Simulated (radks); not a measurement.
Values are calculated unless marked as measured or tabulated.
Spherical quantum dot in the effective-mass picture: electrons in a well V = -V0 / (1 + exp((r - R)/a)) with V0 = 12.2, R = 2.79, a = 0.22, with a point charge +1 (a donor) at the centre, all in effective atomic units (hartree* = m*/eps^2 hartree, bohr* = eps/m* bohr), one dielectric constant everywhere. Level of theory: non-relativistic Kohn-Sham, PBE, spin-polarised, spherical densities (a radial shooting solver with Libxc functionals). Levels are named by radial order and angular momentum (1s, 1p, 1d, 2s, ...), and open shells are averaged over m. Results are scaled to m* = 0.588 and eps = 17.3, for which hartree* = 53.46 meV and bohr* = 1.557 nm.

N = 8, configuration 1s2 1p6. This is the lowest configuration that the search found. Occupied and some empty levels:

level,occupation,eigenvalue (meV),<r> (nm)
1s,2,-441.94,2.137
1p,6,-405.79,2.653
1d,0,-363.79,2.899
2s,0,-354.69,2.127
1f,0,-313.22,3.080

Energy (meV): total -4205.18, kinetic 415.08, external -5370.4, Hartree 944.73, exchange-correlation -194.55.

Electron density:

r (nm),n(r) (e/nm^3)
0.238,0.08521
0.504,0.06804
0.769,0.05993
1.03,0.05721
1.30,0.05736
1.56,0.05848
1.83,0.05907
2.10,0.05786
2.36,0.05392
2.63,0.04695
2.89,0.03729
3.16,0.02639
3.42,0.01611
3.69,0.008310
3.95,0.003530
4.22,0.001210
4.48,0.0003428
4.75,0.00008327
5.01,0.00001858
5.28,3.918e-06
